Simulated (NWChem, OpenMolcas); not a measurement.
**BaS: a line through the functionals**

BaS: 2 atoms, total charge 0, spin state singlet. SMILES: `[S][Ba]`. The bond length is the measured one.

The dipole moment y, in D, basis def2-TZVP with a core potential; a is the functional's share of exact exchange. Programs: NWChem 7.3.0, OpenMolcas 26.06.

| functional | program | a | y (D) |
| --- | --- | --- | --- |
| revPBE | OpenMolcas | 0 | 9.57 |
| BLYP | OpenMolcas | 0 | 9.33 |
| TPSSh | NWChem | 0.1 | ? |
| B3LYP | OpenMolcas | 0.2 | 10.29 |
| PBE0 | OpenMolcas | 0.25 | 10.63 |
| BHLYP | OpenMolcas | 0.5 | 11.40 |

Problem. Fit y = c + s·a to the known rows and predict TPSSh.

Solution. 
1. Means of the 5 rows: a = 0.1900, y = 10.244.
2. Σ(Δa)² = 0.172, Σ(Δa·Δy) = 0.6837, so the slope is 0.6837/0.172 = 3.975.
3. Intercept: 10.244 − (3.975) × 0.1900 = 9.489. The largest residual of the fit is 0.16.
4. TPSSh: 9.489 + (3.975) × 0.1 = 9.89 D.

The run gave 10.38 D, so the prediction is off by -0.49 D, more than the scatter of the fit. More exact exchange makes the molecule more polar here. The rows mix families of semi-local functionals, which the line can't see.
